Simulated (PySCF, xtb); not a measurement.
C2H5Se, SMILES CC[Se] (connectivity only; charge and spin as stated), charge -1, multiplicity 1.

Harmonic wavenumbers (cm⁻¹) from xtb with GFN2-xTB at its own minimum, in rising order: 225, 272, 552, 779, 1013, 1019, 1077, 1239, 1250, 1398, 1467, 1495, 1510, 2932, 2936, 2949, 3016, 3024.

Problem. What does B3LYP-D3(BJ)/def2-SVPD in PySCF give at its own minimum? (An estimate is asked for; the answer gives what the named calculation found.)

Solution. 253, 281, 550, 736, 961, 962, 1043, 1213, 1243, 1358, 1444, 1447, 1462, 2938, 3004, 3040, 3048, 3088. Paired by order, the mean absolute difference is 38 cm⁻¹ and the zero-point energies are 40.2 and 40.1 kcal/mol.
